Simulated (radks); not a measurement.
Problem. Species: Cr2+. Configuration: [Ar] 3d4. Calculated with a radial shooting solver on a logarithmic mesh with Libxc functionals: scalar-relativistic Kohn-Sham, Slater X-alpha with alpha = 0.851, spin-polarised, spherical densities, point nucleus; open shells are filled with parallel spins first. Some entries of the table are withheld. Estimate them.

orbital,occ.,eigenvalue (eV),<1/r> (bohr^-1)
1s down,1,-5937.989,23.90
1s up,1,-5937.961,23.90
2s up,1,-699.7485,5.067
2s down,1,-697.2586,5.080
2p up,3,(1),4.979
2p down,3,(2),4.990
3s up,1,-100.2368,1.589
3s down,1,-94.1068,1.582
3p up,3,-71.5881,(3)
3p down,3,-65.5483,(4)
3d up,4,-27.1403,(5)
3d down,0,-21.3654,(6)

Solution. 
(1) 2p up eigenvalue (eV): -595.0915
(2) 2p down eigenvalue (eV): -593.1817
(3) 3p up <1/r> (bohr^-1): 1.459
(4) 3p down <1/r> (bohr^-1): 1.450
(5) 3d up <1/r> (bohr^-1): 1.136
(6) 3d down <1/r> (bohr^-1): 1.106
